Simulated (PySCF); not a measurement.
First SCF of a structure search on quintet Co(OH)₃, at a hand-made trigonal planar (heavy-atom frame) geometry. PySCF input:

```python
from pyscf import gto, scf, dft
mol = gto.M(atom='''
Co     0.000000     0.000000     0.000000
O      1.740000     0.000000     0.000000
O     -0.870000     1.506900     0.000000
O     -0.870000    -1.506900     0.000000
H      2.357100    -0.735400     0.000000
H     -0.541700     2.409000     0.000000
H     -1.815400    -1.673600     0.000000''',
    basis={'Co': 'def2-TZVP', 'O': 'def2-TZVP', 'H': 'def2-TZVP'},
    charge=0, spin=4)
mf = dft.UKS(mol, xc='PBE0')
mf.grids.atom_grid = (50, 194)
aux = {'Co': 'def2-universal-JKFIT', 'O': 'def2-universal-JKFIT', 'H': 'def2-universal-JKFIT'}
mf = mf.density_fit(auxbasis=aux)
mf.conv_tol = 1e-08
mf.diis_space = 10
mf.max_cycle = 60
mf.init_guess = 'minao'
mf.verbose = 4
mf.kernel()
```

Excerpt of the output (cycles alone):

```
init E= -1608.8661184418
cycle= 1 E= -1591.17869945934  delta_E= 17.7  |g|= 5.59  |ddm|= 12.6
cycle= 2 E= -1507.68361531502  delta_E= 83.5  |g|= 17.3  |ddm|= 17.6
cycle= 3 E= -1570.76971012206  delta_E= -63.1  |g|= 12.3  |ddm|= 7.24
cycle= 4 E= -1583.51792930581  delta_E= -12.7  |g|= 10.4  |ddm|=  2.5
cycle= 5 E= -1592.55049486548  delta_E= -9.03  |g|= 8.07  |ddm|= 3.29
cycle= 6 E= -1595.76788475321  delta_E= -3.22  |g|= 7.14  |ddm|= 2.48
cycle= 7 E= -1599.47721457403  delta_E= -3.71  |g|= 6.24  |ddm|=  2.7
cycle= 8 E= -1602.50340485901  delta_E= -3.03  |g|= 5.02  |ddm|= 1.97
cycle= 9 E= -1604.17706278598  delta_E= -1.67  |g|= 4.43  |ddm|= 1.47
cycle= 10 E= -1606.43729908419  delta_E= -2.26  |g|= 3.43  |ddm|= 1.15
cycle= 11 E= -1607.76664960188  delta_E= -1.33  |g|= 2.81  |ddm|= 0.747
cycle= 12 E= -1589.68804213022  delta_E= 18.1  |g|= 5.54  |ddm|= 18.3
cycle= 13 E= -1606.70195337036  delta_E=  -17  |g|=  3.5  |ddm|= 18.3
... 11 lines left out ...
cycle= 25 E= -1609.90924604839  delta_E= -0.000122  |g|= 0.00648  |ddm|= 0.022
cycle= 26 E= -1609.90926568731  delta_E= -1.96e-05  |g|= 0.00229  |ddm|= 0.00502
cycle= 27 E= -1609.90927249962  delta_E= -6.81e-06  |g|= 0.00118  |ddm|= 0.00451
cycle= 28 E= -1609.90927477958  delta_E= -2.28e-06  |g|= 0.000721  |ddm|= 0.00273
cycle= 29 E= -1609.90927580423  delta_E= -1.02e-06  |g|= 0.000313  |ddm|= 0.00228
cycle= 30 E= -1609.90927600743  delta_E= -2.03e-07  |g|= 0.000216  |ddm|= 0.00132
cycle= 31 E= -1609.90927602885  delta_E= -2.14e-08  |g|= 4.23e-05  |ddm|= 0.000233
cycle= 32 E= -1609.90927603196  delta_E= -3.11e-09  |g|= 1.87e-05  |ddm|= 0.000116
Extra cycle  E= -1609.90927603124  delta_E= 7.18e-10  |g|= 6.41e-05  |ddm|= 3.53e-05
converged SCF energy = -1609.90927603124  <S^2> = 6.0180174  2S+1 = 5.0072018
```

No lower solution of this spin was found from smeared starts or by a stability analysis within the unrestricted form.

Open d and f shells are described by one determinant, and the ground state may have another occupation or spin.

The search for the lowest solution, 3 starts and the stability check together, took 80 s on 4 threads of a shared Arm Neoverse V1 host, with 156 basis functions; the process peaked at 0.95 GiB.
